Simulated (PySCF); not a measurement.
H2Zr, SMILES [ZrH2], multiplicity 1.

The structure is a stationary point at PBE0-D3(BJ)/def2-TZVPD. The geometry has at least one imaginary mode, so it is a saddle point at that level. The multiplicity is an assumed one; other spin states were not compared. The def2 effective core potentials stand for the cores of Zr; spin–orbit coupling is left out.

The numbers are results of PySCF with ωB97X/def2-TZVPD, not measurements.

```json
{
  "total_energy": "-48.06429 hartree",
  "point_group": "D∞h",
  "highest_occupied_level": "-7.99 eV",
  "lowest_empty_level": "-1.46 eV",
  "orbital_gap": "6.53 eV",
  "dipole_moment": "0.00 D",
  "quadrupole, principal values (traceless, Buckingham form, about the centre of nuclear charge)": "-13.28, 6.64, 6.64 D·Å",
  "mean_static_polarisability": "74.1 bohr³ (10.98 Å³)",
  "polarisability_principal_values": "58.4, 81.9, 81.9 bohr³"
}
```
